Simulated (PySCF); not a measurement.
# Electron correlation in Ir (iridium, neutral)

[Xe] 4f14 5d8 6s1, high-spin 4F determinant (an excited configuration). Calculation: PySCF 2.14, in ANO-RCC-VTZP (8s7p5d3f1g, 84 functions); the spin-free X2C one-electron Hamiltonian (Gaussian nucleus). Frozen: [Xe] 4f14; 9 electrons correlated.

MP2 pair energies summed by pair of shells (mhartree):

| pair | energy | share (%) |
| --- | --- | --- |
| 5d-5d | -196.26 | 82.6 |
| 5d-6s | -41.38 | 17.4 |

Total MP2 correlation energy: -237.64 mhartree.

Same-spin part -88.05 and opposite-spin part -149.59 mhartree; SCS-MP2 scales them by 1/3 and 6/5 to -208.86 mhartree.
